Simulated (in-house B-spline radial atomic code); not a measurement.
Configurations of Se⁶⁺, with energies counted from [Ar] 3d10. All numbers are computed (scalar-relativistic (X2C) CAM-B3LYP, spin-polarised, spherical fractional occupations, exact exchange averaged over the configuration; Fermi nucleus of rms radius 4.14 fm) with a B-spline radial code for spherical atoms, not measured. Shells without spins written out take the highest spin.

Occupations are held fixed; configurations that lie above the ionisation limit could autoionise.

| configuration | E - E(ref) (eV) | highest orbital | its <r> (bohr) |
| --- | --- | --- | --- |
| [Ar] 3d9 4p1 | 68.875 | 4p up | 1.589 |
| [Ar] 3d9 4d1 | 92.511 | 4d up | 1.91 |
| [Ne] 3s2 3p5 3d10 4s1 | 155.71 | 4s up | 1.455 |
| [Ne] 3s2 3p5 3d10 4f1 | 214.48 | 4f up | 2.392 |

Order these further configurations by energy, lowest first.
A. [Ar] 3d9 4f1
B. [Ar] 3d9 4s1
C. [Ne] 3s2 3p5 3d10 4p1
D. [Ne] 3s2 3p5 3d10 4d1

B (53.052 eV), A (111.74 eV), C (171.55 eV), D (195.26 eV).
